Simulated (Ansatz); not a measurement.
Job for Ansatz (a quantum-chemistry and plane-wave program): R-r2SCAN/def2-TZVPPD on C2H3FO2 (a complex), monomers drawn apart or pushed together. Files ending in .json are basis or fitting sets from the Basis Set Exchange.

Ansatz 0.2 input:
```yaml
crystal:
  periodic: [false, false, false]
  atoms:
    - {symbol: O, position_ang: [1.13825038, -0.00233476, -0.24024359]}
    - {symbol: C, position_ang: [0.08025441, -0.03368116, 0.23001031]}
    - {symbol: O, position_ang: [-0.99127131, -0.06134121, 0.67618702]}
    - {symbol: C, position_ang: [0.13215254, -0.51907161, 4.25425680]}
    - {symbol: F, position_ang: [1.10906564, -0.43406621, 3.26222515]}
    - {symbol: H, position_ang: [-0.84686190, -0.45133154, 3.78108764]}
    - {symbol: H, position_ang: [0.24286419, -1.47433537, 4.76770341]}
    - {symbol: H, position_ang: [0.27609177, 0.30536654, 4.95289171]}
basis:
  gaussian:
    orbitals: def2-TZVPPD.json
hamiltonian:
  xc: {name: r2SCAN}
scf: {lower_state_search: off}
```

Predict the final total energy.

-328.3163 hartree.
